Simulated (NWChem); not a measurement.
Basis-set convergence for CH$_{4}$SSi

```xyz
7

Si    -0.6671    -0.7047     0.0000
C      1.1032    -1.4622     0.0000
H      1.1912    -2.1320     0.8848
H      1.9606    -0.7591     0.0000
H      1.1912    -2.1320    -0.8848
S     -0.0223     1.3587     0.0000
H     -1.2648     1.9242     0.0000
```
Charge 0, spin multiplicity 1.

Everything below was run with NWChem. All single points use one geometry, from PBE/def2-SVP, a minimum by its harmonic frequencies. It is one conformer; others weren't searched.

Quantity: LUMO energy at the level PBE0.

The Pople sets run with spherical d functions. The structure started from a generated list of species.

| basis | functions | LUMO energy (eV) |
|---|---|---|
| 3-21G | 43 | -2.32 |
| 6-31+G* | 70 | -2.24 |
| cc-pVDZ | 70 | -2.06 |
| def2-SVPD | 103 | -2.17 |
| 6-311++G** | 110 | -2.25 |
| aug-pcseg-1 | 113 | -2.22 |
| aug-cc-pVDZ | 113 | -2.19 |
| def2-TZVP | 129 | -2.12 |
| pcseg-2 | 154 | -2.19 |
| aug-cc-pVTZ | 238 | -2.18 |

Smallest basis within 0.1 eV of aug-cc-pVTZ, the largest set run: 6-31+G*, with 70 functions against 238 and about 1 % of the time (also within reach: def2-SVPD, 6-311++G**, aug-pcseg-1, aug-cc-pVDZ, def2-TZVP, pcseg-2). aug-cc-pVTZ isn't the basis-set limit itself, and a small set can land close by cancellation.
